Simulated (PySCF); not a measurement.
1,2-dihydrosiline (C₅H₈Si), SMILES [SiH2]1CC=CC=C1.

Coordinates come from a B3LYP-D3(BJ)/def2-SVP optimisation. The values are those of a single conformer.

Method: ωB97X/def2-TZVP run with PySCF.

Gas-phase values at a fixed geometry.

Computed frontier levels, gap, dipole moment and polarisability:
| Item | Result |
|---|---|
| highest occupied level | -8.71 eV |
| lowest empty level | 0.79 eV |
| orbital gap | 9.50 eV |
| dipole moment | 0.75 D |
| quadrupole, principal values (traceless, Buckingham form, about the centre of nuclear charge) | -5.38, 0.15, 5.23 D·Å |
| mean static polarisability | 81.0 bohr³ (12.00 Å³) |
| polarisability, principal values | 58.4, 89.4, 95.2 bohr³ |
